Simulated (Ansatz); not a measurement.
Geometry optimisation, UKS B3LYP/def2-SVP in Ansatz.

input.yaml

```yaml
crystal:
  periodic: [false, false, false]
  atoms:
    - { symbol: F, position_ang: [-1.67473, -0.65849, -1.28193] }
    - { symbol: Sn, position_ang: [-0.0382, -0.2246, -0.4053] }
    - { symbol: H, position_ang: [1.16527, -1.30988, -0.98481] }
    - { symbol: H, position_ang: [0.5105, 1.4384, -0.7587] }
magnetization:
  spin_polarized: true
  initial_magnetization: 1
basis:
  gaussian: { orbitals: def2-SVP }
hamiltonian:
  xc: b3lyp
relax:
  f_tol: 0.015
  max_steps: 40
```

Run as:

```bash
$ ansatz run input.yaml --threads 1 --pin off --max-ram 2048MiB --backend cpu --events-out ev --progress --plain --runs-dir out
```

Task: Where does it end, and by what steps?

Result: It converged. After 3 steps the energy has fallen by 0.097 eV; H4 moved furthest, 0.11 Å.

```json
{"step": "0", "energy less start (eV)": "0.0000", "largest force component (eV/Å)": "1.282", "accepted": "yes"}
{"step": "1", "energy less start (eV)": "-0.0615", "largest force component (eV/Å)": "0.540", "accepted": "yes"}
{"step": "2", "energy less start (eV)": "-0.0964", "largest force component (eV/Å)": "0.077", "accepted": "yes"}
{"step": "3", "energy less start (eV)": "-0.0971", "largest force component (eV/Å)": "0.004", "accepted": "yes"}
```

```xyz
4
Properties=species:S:1:pos:R:3
F -1.634 -0.593 -1.308
Sn 0.025 -0.219 -0.332
H 1.162 -1.366 -1.002
H 0.410 1.424 -0.789
```

Whether the end is a true minimum wasn't checked by a vibrational analysis.

The run took 25 s on 1 thread of Intel(R) Xeon(R) Processor @ 2.50GHz (Skylake/Cascade Lake) (shared host), peak memory 0.14 GiB.
